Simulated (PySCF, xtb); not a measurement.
2-methylprop-2-en-1-amine (C4H9N), SMILES C=C(C)CN. The values are those of a single conformer.

Harmonic wavenumbers (cm⁻¹) from xtb with GFN2-xTB at its own minimum, in rising order: 77, 144, 237, 264, 393, 416, 535, 710, 842, 889, 899, 962, 981, 1038, 1059, 1092, 1133, 1241, 1287, 1350, 1392, 1425, 1468, 1476, 1487, 1562, 1736, 2831, 2935, 3004, 3036, 3048, 3098, 3121, 3382, 3414.

What does PBE-D3(BJ)/def2-SVP (PySCF) give at its own minimum? (An estimate is asked for; the answer gives what the named calculation found.)

94, 183, 249, 283, 404, 414, 543, 700, 779, 829, 878, 906, 940, 1007, 1019, 1068, 1134, 1249, 1272, 1332, 1354, 1377, 1387, 1414, 1423, 1578, 1682, 2880, 2958, 2961, 3037, 3065, 3082, 3161, 3406, 3492. Paired by order, the mean absolute difference is 32 cm⁻¹ and the zero-point energies are 77.1 and 76.5 kcal/mol.
